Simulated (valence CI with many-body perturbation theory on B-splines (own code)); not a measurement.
The numbers below are computed, except where a source is named.
**A CI+MBPT run for Ir⁴⁺**

Method: valence CI with perturbative core correlation (CI+MBPT): five valence electrons over a frozen Dirac-Fock core [Xe] 4f14, radial functions for each j: 6 s, 6 p, 5 d, 5 f, 1 g, with the one-electron correlation potential Σ1 (screened to all orders), the two-electron term Σ2, the three-electron term Σ3, Breit, model QED; selected single and double excitations, second order for the rest, scaled by the run's own slope (own B-spline code, finite nucleus).

Command, and the settings that its task file holds:

```sh
python run_cv.py task.json out
```

```
atom Ir  Z=77  mass_number=193  rms_radius_fm=5.4032
core [Xe] 4f14
valence 5d5
avg = 1
basis = S
breit = 1
cap = 10000
capref = 1200
cscale = 1
de = 0.0
dress = 0
eps = 2e-08
extrap = 1
h = 0.27
hh = 1
l2 = 3
lcore = 6
maxit = 60
n2 = 5
natural = 1
nlev = 21
nno = [3, 3, 3, 3, 1]
nroot = 26
nsp = [3, 3, 2, 2, 0]
pt2 = 1
qed = 1
rpa = 1
s1 = -1
s2 = 1
s3 = 1
screen = 1
tol = 2e-05
whole = 1
```

It took 2.1 min on 1 thread of AMD EPYC 7R43 64-Core Processor (Zen 3) (shared host).

Log. The first blocks belong to the next ion, which gives the ionisation energy. Fields: 2J, parity (1 odd), roots, reference size, generating configurations, candidates as configurations/state functions, variational space P, stored matrix elements, Davidson steps; e2 is the range of second-order energies in hartree. The first line gives the box (bohr), its intervals, the orbitals and the steps of their self-consistent field. Window is the range of levels sought, series limit the energy at which the first omitted orbital would enter, core excitation an estimate of the first excitation out of the core, left out the lowest levels not solved, and shifts from estimates the range by which levels moved from their first estimate, all in cm⁻¹.

```
rmax 15.8 intervals 63 orbitals 40 references ['5d5', '5d4 6s', '5d4 6p', '5d3 6s2'] scf 8 t 2.0
2J=0 par=0 roots 2 ref 19 generators 7 cand 2529/4855 P 550/997 nnz 0 it 0
2J=0 par=0 roots 2 ref 19 generators 23 cand 9296/21729 P 2087/4566 nnz 1.8e+06 it 7
   second order: generators 67 cand 19412/43093 e2 -0.00007 -0.00003
2J=2 par=0 roots 2 ref 37 generators 8 cand 2684/13058 P 208/1000 nnz 0 it 0
2J=2 par=0 roots 2 ref 37 generators 23 cand 7403/46218 P 1039/4998 nnz 4.7e+06 it 6
   second order: generators 82 cand 18985/115654 e2 -0.00039 -0.00017
reference levels 512, estimated 35, window 46248 1/cm; series limit 321745, core excitation 350866
2J=5 par=0 roots 8 ref 29 generators 12 cand 5131/85815 P 273/3516 nnz 2.9e+06 it 7
2J=5 par=0 roots 8 ref 29 generators 63 cand 24654/807385 P 833/9996 nnz 2e+07 it 11
   second order: generators 200 cand 50093/1630517 e2 -0.00314 -0.00101
2J=7 par=0 roots 6 ref 23 generators 11 cand 4748/94080 P 211/3481 nnz 3.3e+06 it 5
2J=7 par=0 roots 6 ref 23 generators 52 cand 25136/906673 P 695/9992 nnz 2.3e+07 it 9
   second order: generators 168 cand 51730/1866647 e2 -0.00307 -0.00196
2J=3 par=0 roots 5 ref 24 generators 9 cand 4039/53117 P 308/3500 nnz 3e+06 it 5
2J=3 par=0 roots 5 ref 24 generators 50 cand 23136/603453 P 953/9996 nnz 2e+07 it 9
   second order: generators 162 cand 51872/1310607 e2 -0.00240 -0.00150
2J=11 par=0 roots 3 ref 8 generators 7 cand 3422/44499 P 289/3473 nnz 3.1e+06 it 5
2J=11 par=0 roots 3 ref 8 generators 44 cand 23435/710846 P 970/10000 nnz 2.2e+07 it 8
   second order: generators 150 cand 49916/1494396 e2 -0.00116 -0.00089
2J=9 par=0 roots 4 ref 17 generators 11 cand 4623/83438 P 239/3480 nnz 3.3e+06 it 7
2J=9 par=0 roots 4 ref 17 generators 52 cand 23769/868753 P 781/9978 nnz 2.3e+07 it 9
   second order: generators 166 cand 50147/1776118 e2 -0.00227 -0.00150
2J=1 par=0 roots 3 ref 15 generators 8 cand 3428/28033 P 588/3512 nnz 2.5e+06 it 5
2J=1 par=0 roots 3 ref 15 generators 39 cand 18840/259027 P 1567/9997 nnz 1.4e+07 it 9
   second order: generators 133 cand 45973/656380 e2 -0.00116 -0.00072
2J=13 par=0 roots 1 ref 3 generators 2 cand 1996/26483 P 383/3496 nnz 3.7e+06 it 4
2J=13 par=0 roots 1 ref 3 generators 20 cand 16350/429014 P 994/9987 nnz 1.8e+07 it 5
   second order: generators 69 cand 43307/1102586 e2 -0.00061 -0.00061
left out: unestimated 67609, estimated 61032, shifts from estimates -114 to 105
operators 8.1
```

The Davidson iterations converged. The settings are bad on purpose, so the numbers may not be properties of the ion.

No measured spectrum was set against this ion. As an estimate, terms of the open shell hold to 2 to 4 % of their energy, and close levels can change places; different configurations can be misplaced against each other by 1,000 to 8,000 cm⁻¹. Among the levels kept, up to 690 cm⁻¹ of a level comes from second order outside the variational space, and about a tenth of that is noise between levels of different J, which matters for small intervals. Only levels of the ground parity were solved; by the run's estimate the other parity begins above the list, which can be wrong where configurations are misplaced.

```yaml
Valence_energy: -15.96363 hartree
Ionisation_energy: "55.109 eV (NIST: 57 ± 1.9 eV (theoretical))"
Reference_configurations_for_the_orbitals: 5d5, 5d4 6s, 5d4 6p, 5d3 6s2
Radial_orbitals: 40
Box_radius: 15.75 bohr
Largest_variational_space: 10000
Lowest_levels: 5d5 6S_5/2 0.0, 5d5 4G_5/2 [a] 18613, 5d5 4G_7/2 22722, 5d5 4D_3/2 23745, 5d5 4G_11/2 23846, 5d5 4G_5/2 [b] 24021, 5d5 4G_9/2 24525, 5d5 4P_1/2 26423, 5d5 4D_7/2 29157, 5d5 4D_5/2 31374, 5d5 4D_1/2 32733, 5d5 4P_3/2 34041, 5d5 2I_11/2 34178, 5d5 2F_7/2 [a] 36704 cm⁻¹
```

Names give the largest LS component (configuration and term), which can be under half, so a name can repeat, a term be missing and a line seem to break the LS rules; names also repeat where a configuration has a term twice. Letters in brackets count levels of one name in rising energy.
